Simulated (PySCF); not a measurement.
Simulated 1H ENDOR lines of a doublet radical (isotropic, first order, 333.0 mT).

Class means under 0.5 MHz are left out. Line positions in MHz: 1.30, 8.80, 9.49, 11.64, 16.72, 18.87, 19.55, 27.06, 55.90, 84.26.

**Question.** What is the proton Larmor frequency at this field?

**Answer.** νH = 5.58569 × 7.62259 MHz/T × 0.3330 T = 14.18 MHz.

**Question.** Which couplings do the lines give?

**Answer.** For S = 1/2 in fast tumbling each set of equivalent nuclei gives two lines, ν± = |νn ± a/2| to first order, with νn = g_N μN B/h and μN/h = 7.62259 MHz/T. A pair with |a| < 2νn is centred on νn and split by |a|; one with |a| > 2νn is centred on |a|/2 and split by 2νn.

| lower line | upper line | centred on | \|a\| (MHz) |
| --- | --- | --- | --- |
| 55.90 | 84.26 | \|a\|/2 | 140.15 |
| 1.30 | 27.06 | νn | 25.76 |
| 8.80 | 19.55 | νn | 10.75 |
| 9.49 | 18.87 | νn | 9.38 |
| 11.64 | 16.72 | νn | 5.08 |

Species: C₈H₉O (doublet state).
Structure used (GFN2-xTB), in Å, numbered top down from 1:
```xyz
18
C8H9O angstrom
C     -2.0459    1.0339   -0.2164
C     -0.8399    1.5823   -0.5126
C      0.3183    0.8188   -0.3291
O      1.5886    1.2384   -0.5805
C      2.4891    0.1859   -0.2470
C      1.6643   -1.0260    0.2317
C      0.2551   -0.5057    0.1558
C     -0.9176   -1.0967    0.4628
C     -2.2107   -0.3601    0.3020
H     -2.9512    1.6060   -0.3491
H     -0.7573    2.5915   -0.8844
H      3.1640    0.5575    0.5314
H      3.0824   -0.0417   -1.1384
H      1.9290   -1.3184    1.2486
H      1.8040   -1.8909   -0.4184
H     -0.9614   -2.1097    0.8324
H     -2.8781   -0.9268   -0.3687
H     -2.7414   -0.3318    1.2682
```

Identity: `[CH]1C=C2OCCC2=CC1` [radical].

**Question.** This is the radical. Which protons give which coupling, and how does each split the EPR lines?

**Answer.** 140.2 MHz (computed sign +): H17/H18, 2 bonds from C1, a 1:2:1 triplet of 4.999 mT; 25.8 MHz (computed sign −): H16, 1 bond from C8, a 1:1 doublet of 0.919 mT; 10.7 MHz (computed sign −): H14/H15, 3 bonds from C8, a 1:2:1 triplet of 0.383 mT; 9.4 MHz (computed sign +): H11, 2 bonds from C1, on C2 of spin population -0.20, a 1:1 doublet of 0.335 mT; 5.1 MHz (computed sign +): H12/H13, 3 bonds from C3, a 1:2:1 triplet of 0.181 mT. To first order the positions of ENDOR lines don't depend on how many nuclei share a coupling. Main spin sites, with 60 % or more of the largest population: C1, C3, C8; positions count bonds from the nearest.

Method: PySCF 2.14.0, UKS B3LYP, pcH-1 on C H O, non-relativistic, mean-field spin-orbit, GIAO. Geometry: GFN2-xTB; no solvent, vibrations or thermal averaging. A GFN2-xTB geometry isn't a minimum of the functional, and hyperfine couplings can be far from their values at a DFT geometry. No stability test was run, so a lower SCF solution isn't excluded. ⟨S²⟩ is 0.782 where a pure state has 0.75.

Couplings of abundant isotopes left out: H10 (-28.8 MHz).

Class means assume fast exchange of nuclei equivalent by connectivity; if that motion is slow, each nucleus keeps its own coupling.

The Mulliken spin populations are largest on C3 (+0.46), C1 (+0.44), C8 (+0.40) and C2 (-0.20). Three atoms exceed +0.15.
